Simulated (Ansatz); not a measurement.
FeBr₂⁺. Charge 1, multiplicity 2. Geometry PBE0-D4/def2-TZVP, that of the neutral singlet; atoms count from 1.

```
atom   x (Å)   y (Å)   z (Å)
 Fe1  -0.006   0.002  -0.001
 Br2   0.811   1.883  -0.836
 Br3  -0.805  -1.885   0.837
```

The charge 1 doublet is spin-contaminated (final ⟨S²⟩ up to 2.60, 0.75 for a pure state). The structure comes from a short search, and lower isomers may exist.

Q: Estimate the Mulliken populations from the PBE0/def2-TZVP orbitals of Ansatz.

A: 
```tsv
atom	charge (e)	spin (α − β)	d electrons
Fe1	0.78	2.20	6.38
Br2	0.11	-0.60	–
Br3	0.11	-0.60	–
```
Mulliken values and Mayer orders depend strongly on the basis.

Q: Where does the spin sit?

A: Summed by element: Fe 2.20, Br -1.20, of 1 unpaired in all. Largest on single atoms: Fe1 2.20, Br3 -0.60, Br2 -0.60.

Q: And the Mayer bond orders between bonded heavy atoms (over 0.3)?

A: Fe1–Br2 1.33 (2.21 Å); Fe1–Br3 1.33 (2.21 Å). Values over 0.3 also appear between atoms too far apart for a bond (Br2–Br3 0.34 at 4.43 Å); they arise where an orbital or an unpaired electron spreads over both atoms.
